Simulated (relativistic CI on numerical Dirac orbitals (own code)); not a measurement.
Energy levels of Gd LVIII

Calculated at this level of theory: Dirac-Coulomb-Breit CI, KLI orbitals optimised for each configuration, QED by a radiative potential, unscaled Slater integrals (own radial code, finite nucleus).

Configuration list (outside the closed core 1s2): 2s²2p³, 2s2p⁴, 2p⁵, 2p⁴3s, 2p⁴3p, 2p⁴3d, 2s²2p²3s, 2s²2p²3p, 2s²2p²3d, 2s2p³3s, 2s2p³3p, 2s2p³3d, 2s²2p²4s, 2s²2p²4p, 2s²2p²4d, 2s²2p²4f, 2s2p³4s, 2s²2p3s², 2s2p³4p, 2s2p³4d, 2s2p³4f, 2s²2p3s3p, 2s²2p²5s, 2s²2p3s3d, 2s²2p²5p, 2s²2p3p², 2s²2p²5d, 2s²2p²5f, 2s²2p²5g, 2s²2p3p3d, 2s2p²3s², 2s²2p3d², 2s2p²3s3p, 2s2p²3s3d, 2s2p²3p², 2s2p³5s. Levels of other configurations are missing.

The lowest level is 2s²2p³ ²P°3/2, with 48 % of that term; Hund's rules for 2s²2p³ give ⁴S° with J = 3/2, of which the calculation keeps J, while another term leads.

| No. | Configuration | Term | J | E (eV) | % | Lifetime (s) |
| --- | --- | --- | --- | --- | --- | --- |
| 1 | 2s²2p³ | ²P° | 3/2 | 0.00 | 48 |  |
| 2 | 2s²2p³ | ⁴S° | 3/2 | 707.43 | 55 | 2.94e-10 |
| 3 | 2s²2p³ | ²D° | 5/2 | 729.84 | 100 | 1.72e-09 |
| 4 | 2s²2p³ | ²P° | 1/2 | 771.10 | 100 | 4.96e-10 |
| 5 | 2s2p⁴(3P) | ⁴P | 5/2 | 985.65 | 72 | 1.26e-12 |
| 6 | 2s2p⁴(1S) | ²S | 1/2 | 1073.24 | 63 | 3.25e-13 |
| 7 | 2s2p⁴(3P) | ²P | 3/2 | 1074.96 | 49 | 1.81e-13 |
| 8 | 2s²2p³ | ²P° | 3/2 | 1480.17 | 51 | 8.52e-11 |
| 9 | 2s2p⁴(3P) | ⁴P | 3/2 | 1716.46 | 83 | 3.76e-13 |
| 10 | 2s2p⁴(1D) | ²D | 5/2 | 1754.46 | 72 | 3.72e-13 |
| 11 | 2s2p⁴(3P) | ²P | 1/2 | 1804.94 | 63 | 1.45e-13 |
| 12 | 2s2p⁴(1D) | ²D | 3/2 | 1815.00 | 53 | 1.46e-13 |
| 13 | 2p⁵ | ²P° | 3/2 | 2122.73 | 99 | 1.24e-13 |
| 14 | 2s2p⁴(3P) | ⁴P | 1/2 | 2529.41 | 36 | 1.70e-13 |
| 15 | 2p⁵ | ²P° | 1/2 | 2855.69 | 100 | 9.22e-14 |
| 16 | 2p²(3P)3s | ⁴P | 1/2 | 6538.61 | 47 | 8.94e-15 |
| 17 | 2p²(1S)3p | ²P° | 1/2 | 6623.10 | 46 | 7.86e-13 |
| 18 | 2p²(1S)3p | ²P° | 3/2 | 6846.83 | 34 | 7.81e-13 |
| 19 | 2p²(1S)3d | ²D | 3/2 | 6923.54 | 42 | 7.04e-15 |
| 20 | 2p²(1S)3d | ²D | 5/2 | 6990.95 | 35 | 1.29e-15 |
| 21 | 2p²(3P)3s | ⁴P | 3/2 | 7256.20 | 88 | 1.31e-14 |
| 22 | 2p²(3P)3s | ²P | 1/2 | 7265.09 | 67 | 6.14e-15 |
| 23 | 2p²(1D)3s | ²D | 5/2 | 7275.15 | 64 | 1.22e-14 |
| 24 | 2p²(1D)3s | ²D | 3/2 | 7280.82 | 63 | 6.53e-15 |
| 25 | 2p²(3P)3p | ⁴P° | 1/2 | 7340.16 | 48 | 1.11e-12 |
| 26 | 2p²(3P)3p | ⁴D° | 3/2 | 7346.25 | 56 | 1.06e-12 |
| 27 | 2p²(1D)3p | ²F° | 5/2 | 7359.51 | 48 | 7.91e-13 |
| 28 | 2p²(1D)3p | ²P° | 3/2 | 7392.29 | 42 | 3.33e-13 |
| 29 | 2s2p³(2P°)<3P°>3s | ⁴P° | 5/2 | 7494.92 | 44 | 1.93e-14 |
| 30 | 2s2p³(2P°)<3P°>3s | ²P° | 3/2 | 7520.91 | 32 | 7.72e-15 |

Energies count from the lowest computed level; ° marks odd parity; lifetimes are radiative, by E1, M1, E2, M2 decay to levels of this space only. Percentages are summed over parent terms; the parents shown are those of the largest component, closed shells are left out there, and <> holds an intermediate term.

The mean weight of the leading LS term, summed over parents, in these 30 levels is 60 %, and that of the leading jj configuration (from the same eigenvectors) 99 %, so jj coupling describes them better and the LS labels are nominal.

At this charge energies of transitions that change n are usually good to better than 1 %, and those within a shell (Δn = 0) to a few per cent.

LS names give the leading component of a level, which can be under half, so a name can repeat, a term be missing and a line seem to break the LS rules.
